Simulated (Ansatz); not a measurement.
Geometry optimisation, RKS PBE0-D4/def2-mTZVP (Ansatz).

Input:

```yaml
crystal:
  periodic: [false, false, false]
  atoms:
    - { symbol: Ge, position_ang: [-0.151466, -0.113216, -0.070922] }
    - { symbol: H, position_ang: [-0.028766, -0.194523, 1.471891] }
    - { symbol: Cl, position_ang: [1.906161, -0.239551, -0.780527] }
    - { symbol: Ge, position_ang: [-1.211072, 1.924434, -0.856804] }
    - { symbol: H, position_ang: [-2.678481, 1.642935, -1.221515] }
    - { symbol: H, position_ang: [-1.151409, 2.985065, 0.243703] }
    - { symbol: H, position_ang: [-0.447309, 2.384583, -2.104057] }
    - { symbol: H, position_ang: [-0.812886, -1.415421, -0.551695] }
    - { symbol: F, position_ang: [1.165436, 2.031076, 1.351876] }
    - { symbol: H, position_ang: [1.116093, 1.237818, 1.83015] }
basis:
  gaussian: { orbitals: def2-mTZVP }
hamiltonian:
  xc: pbe0
  dispersion: d4
relax:
  f_tol: 0.03
  max_steps: 50
```

Command:

```bash
$ ansatz run input.yaml --threads 4 --pin off --max-ram 5120MiB --backend cpu --events-out ev --progress --plain --runs-dir out
```

Task: Where does it end, and by what steps?

Result: It converged. The force dipped under the threshold on the way, but the program's further checks kept it going. After 27 steps the energy has fallen by 0.322 eV; H10 moved furthest, 1.26 Å.

| step | energy less start (eV) | largest force component (eV/Å) | accepted |
| --- | --- | --- | --- |
| 0 | 0.0000 | 0.344 | yes |
| 1 | -0.0747 | 0.439 | yes |
| 2 | -0.0737 | 1.822 | no |
| 3 | -0.0932 | 0.677 | yes |
| 4 | -0.1069 | 0.500 | yes |
| 5 | -0.1175 | 1.082 | yes |
| 6 | -0.1323 | 0.785 | yes |
| 7 | -0.1712 | 0.502 | yes |
| 8 | -0.1899 | 1.478 | yes |
| 9 | -0.2585 | 0.276 | yes |
| 10 | -0.2865 | 0.112 | yes |
| 11 | -0.2946 | 0.155 | yes |
| 12 | -0.2735 | 1.084 | no |
| 13 | -0.3062 | 0.331 | yes |
| 14 | -0.3106 | 0.032 | yes |
| 15 | -0.3112 | 0.022 | yes |
| 16 | -0.3120 | 0.029 | yes |
| 17 | -0.3095 | 0.377 | no |
| 18 | -0.3136 | 0.053 | yes |
| 19 | -0.3133 | 0.270 | no |
| 20 | -0.3147 | 0.028 | yes |
| 21 | -0.3156 | 0.083 | yes |
| 22 | -0.3171 | 0.137 | yes |
| 23 | -0.3182 | 0.239 | yes |
| 24 | -0.3193 | 0.083 | yes |
| 25 | -0.3199 | 0.069 | yes |
| 26 | -0.3211 | 0.052 | yes |
| 27 | -0.3216 | 0.018 | yes |

```xyz
10
Properties=species:S:1:pos:R:3
Ge -0.420 -0.316 -0.004
H -0.842 -0.758 1.406
Cl 1.787 -0.303 0.076
Ge -1.202 1.880 -0.680
H -2.523 1.647 -1.439
H -1.457 2.759 0.546
H -0.170 2.504 -1.627
H -0.721 -1.433 -1.016
F 1.435 2.543 1.144
H 1.819 1.721 0.906
```

Whether the end is a true minimum wasn't checked by a vibrational analysis.

The run took 85 s on 4 threads of Arm Neoverse V1 (shared host), peak memory 0.37 GiB.
